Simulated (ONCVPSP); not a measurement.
# europium (Eu), ONCV: configuration errors across variants

```
Element                 : europium
Generator               : ONCVPSP 4.0.1
Type                    : optimised norm-conserving Vanderbilt (ONCV)
Functional              : PBEsol
Relativity              : scalar-relativistic
Frozen core             : [Kr] 4d10 4f6
Valence charge          : 11
Reference configuration : 5s2 5p6 5d2 6s1
Partial waves           : 5s+6s: rc 2.65 bohr, ncon 4, nbas 7, qcut 5.1 1/bohr, 3 projectors, debl 1.6 Ha; 5p: rc 1.85 bohr, ncon 4, nbas 8, qcut 7.6 1/bohr, 2 projectors, debl 0.6 Ha; 5d: rc 2.50 bohr, ncon 3, nbas 6, qcut 4 1/bohr, 1 projector
Local potential         : polynomial inside 1.65 bohr (lpopt 5, dvloc0 0 Ha)
Core correction         : none
```

In the p channel the program set the typed energies aside and used -0.928, 0.250 Ha.

All-electron excitation energies from the reference (eV): (1) 5s2 5p6 5d1 6s2 -1.612; (2) 5s2 5p6 5d1 6s1 4.967; (3) 5s2 5p6 5d1 6s0 16.849; (4) 5s2 5p6 5d1 6s1 6p1 1.215.

A true bound ghost makes a file unfit for plane-wave use even where its test errors are small: the radial tests pick states by their node count and pass the ghost by.

Errors AE − PS in meV (a dash: test not solved or not reliable):

```tsv
change	(1)	(2)	(3)	(4)	bound ghosts	GHOST(+) flags above zero
base	-2.4	-8.9	-11	-4.0	none	s
all radii scaled by about 0.82 (s 2.16, p 1.52, d 2.04 bohr); local potential polynomial inside 1.34 bohr (lpopt 5, dvloc0 0 Ha)	-2.2	-9.1	-10	-4.7	none	s
all radii scaled by about 0.87 (s 2.32, p 1.62, d 2.18 bohr); local potential polynomial inside 1.44 bohr (lpopt 5, dvloc0 0 Ha)	-2.6	-9.3	-11	-4.8	none	s
all radii scaled by about 1.05 (s 2.76, p 1.94, d 2.62 bohr); local potential polynomial inside 1.72 bohr (lpopt 5, dvloc0 0 Ha)	-1.7	-8.3	-11	-3.2	none	s
all radii scaled by about 1.13 (s 3.00, p 2.10, d 2.82 bohr); local potential polynomial inside 1.86 bohr (lpopt 5, dvloc0 0 Ha)	-0.1	-7.0	-11	-1.3	none	s
all radii scaled by about 1.23 (s 3.26, p 2.28, d 3.08 bohr); local potential polynomial inside 2.02 bohr (lpopt 5, dvloc0 0 Ha)	+3.6	-3.9	-9.4	+2.6	none	none
all radii scaled by about 1.32 (s 3.50, p 2.44, d 3.30 bohr); local potential polynomial inside 2.18 bohr (lpopt 5, dvloc0 0 Ha)	+6.6	-1.8	-10	+5.7	d	none
```

**Question.** Give the same row for: all radii scaled by about 0.96 (s 2.54, p 1.78, d 2.40 bohr); local potential polynomial inside 1.58 bohr (lpopt 5, dvloc0 0 Ha).

**Answer.** -2.7, -9.2, -11, -4.4; bound ghosts: none; GHOST(+) flags above zero: s.
